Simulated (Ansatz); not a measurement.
`FCC(F)I` + H₂ → `CC(F)I` + H–F at 600 K and 1 bar (hydrogenolysis of a C–F bond).

Calculated with Ansatz (gas phase, PBE0-D4/def2-TZVP geometries, no zero-point term in ΔE). CCSD(T)/CBS is the MP2 limit (def2-TZVPP, def2-QZVPP) plus CCSD(T) − MP2 in def2-TZVPP, frozen cores. This one scheme is used for every species. def2 core potentials past Kr. For I outer-core shells are correlated without core-valence functions, which leaves a few kJ/mol of doubt a bond. One conformer a species, not always the lowest.

| species | CCSD(T)/CBS energy (Eh) | H − E (kJ/mol) | S (J/(mol·K)) |
| --- | --- | --- | --- |
| `FCC(F)I` | -574.91548 | 181.4 | 402.1 |
| H₂ | -1.17544 | 43.9 | 150.8 |
| `CC(F)I` | -475.73937 | 195.6 | 376.7 |
| H–F | -100.39570 | 42.3 | 194.0 |

H − E and S are ideal-gas, rigid-rotor, harmonic terms from PBE0-D4/def2-TZVP, for one conformer and one mirror image of each species. The MP2-based limit puts H₂ 0.8 mEh under its directly extrapolated value; such offsets cancel only in part. 1 Eh = 2625.50 kJ/mol, R = 8.31446 J/(mol·K).

Task: By hand: ΔE, ΔH, ΔS and ΔG.

Result: ΔE = (-475.73937) + (-100.39570) − (-574.91548) − (-1.17544) = -0.04415 Eh = -115.9 kJ/mol. Δ(H − E) = 195.6 + 42.3 − 181.4 − 43.9 = 12.6, so ΔH = -103.3 kJ/mol. ΔS = 376.7 + 194.0 − 402.1 − 150.8 = 17.8 J/(mol·K). ΔG = -103.3 − 600 × (17.8)/1000 = -114.0 kJ/mol.

Task: By hand: the equilibrium constant, and the temperature at which ΔG would vanish if ΔH and ΔS stayed fixed.

Result: log₁₀ K = −ΔG/(RT ln 10) = 9.9. ΔH and −TΔS have one sign here, so there is no such temperature.

ΔH outweighs TΔS. A doubt of 5 kJ/mol in ΔE shifts log₁₀ K by 0.4 here. Other conformers and mirror images would add mixing entropy, several J/(mol·K) or more a flexible species. These are equilibria of isolated gas molecules and say nothing of rates. Largest T1 diagnostic: 0.010 (customary marks: 0.02 for closed shells, 0.045 for open ones).
